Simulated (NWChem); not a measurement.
Species: PbHSBr, singlet; SMILES [Pb]([SH])[Br]

```xyz
4

Pb     0.4926    -0.5335     0.0000
Br    -0.2482     2.0135     0.0000
S     -1.8927    -1.4964     0.0000
H     -1.4256    -2.7800     0.0000
```
Atoms are numbered in this order, from 1.

Low-valent species are run as closed-shell singlets; no triplet was tried in these runs. The geometry was optimised at PBE-D3(BJ)/def2-SVP. B3LYP is NWChem's, with the RPA form of VWN correlation. def2 effective core potentials on Pb; no spin-orbit coupling.

Symmetry labels are those of Cs in the frame above (b1 and b2, or b-type labels, depend on it).

Q: List the 4 lowest vertical singlet excitations from B3LYP/def2-SVP with def2 effective core potentials on Pb, full TDDFT (NWChem).

A: 
```tsv
state	energy (eV)	oscillator strength	symmetry	leading excitation (squared amplitude)
S1	3.04	0.003	a"	HOMO−1 → LUMO (1.00)
S2	3.48	0.037	a'	HOMO → LUMO (0.92)
S3	3.77	0.004	a"	HOMO−3 → LUMO (1.00)
S4	4.10	0.011	a'	HOMO−2 → LUMO (0.92)
```
